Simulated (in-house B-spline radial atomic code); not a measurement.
Values are calculated unless marked as measured or tabulated.
# What the choice of pseudopotential does to G0W0 on PBE0: Sn²⁺

All numbers come from an all-electron radial atomic-structure program (B-spline basis), non-relativistic (model numbers for so heavy an element), configuration [Kr] 4d10 5s2, open shells at high spin. Semilocal Troullier-Martins pseudo-atoms, one channel per l, are made with PBE or LDA for several valence sets and radii, with or without a model core, and set against the all-electron atom. One channel fits only the lowest state of its l, so a second state of that l is approximate. All electrons give 5s: PBE0 -25.926 eV, G0W0 -29.642 eV, 4d: PBE0 -47.32 eV, G0W0 -53.03 eV. Potentials are made in the ion's own configuration unless the neutral atom is named, and a smooth local potential serves every l without a channel. Potentials that miss their own reference levels by more than 6 millihartree, or need radii over 3.5 bohr, are left out. Columns give pseudo minus all-electron, in eV; a dash marks a level in the core or of low weight.

```tsv
valence	made with	radii (bohr)	model core (bohr)	5s PBE0	5s G0W0	4d PBE0	4d G0W0
5s	PBE, neutral atom	s 1.91 p 2.33	none	-0.04	+0.26	-	-
5s	PBE, neutral atom	s 1.70 p 2.07	1.81	+0.35	+0.69	-	-
5s	LDA, neutral atom	s 1.87 p 2.33	1.81	+0.27	+0.62	-	-
5s	LDA, neutral atom	s 2.08 p 2.59	1.81	+0.26	+0.65	-	-
5s	PBE	s 2.32 p 2.69	1.88	+0.42	+0.85	-	-
4d 5s	LDA	s 1.61 p 1.87 d 0.70	none	-0.26	-0.71	+0.98	+3.00
4d 5s	PBE, neutral atom	s 2.75 p 3.37 d 1.14	none	-0.21	-0.75	-	-
4d 5s	LDA, neutral atom	s 2.08 p 2.59 d 0.88	0.69	-0.19	-0.64	-	-
4d 5s	LDA, neutral atom	s 2.71 p 3.37 d 1.14	0.69	-0.22	-0.74	+1.96	+4.58
4p 4d 5s	PBE	s 1.61 p 0.64 d 0.70	none	-0.44	-1.43	+0.49	+1.08
4p 4d 5s	PBE, neutral atom	s 2.12 p 0.80 d 0.88	none	-0.48	-1.38	+0.31	+0.84
4p 4d 5s	PBE, neutral atom	s 2.44 p 0.91 d 1.01	none	-0.50	-1.51	+0.40	+1.03
4p 4d 5s	LDA	s 2.62 p 1.03 d 1.14	none	-0.50	-1.58	+0.38	+1.10
4p 4d 5s	PBE	s 1.81 p 0.72 d 0.79	0.56	-0.46	-1.40	+0.57	+1.07
```

Q: How does the G0W0 shift of 5s, which all sets hold, depend on the valence set?

A: Mean size: 5s: 0.61 eV; 4d 5s: 0.71 eV; 4p 4d 5s: 1.46 eV. A larger valence set can do worse when it takes only part of a shell, whose exchange with the frozen rest is then left to the functional. The means mix radii and the functional used in making the potentials.
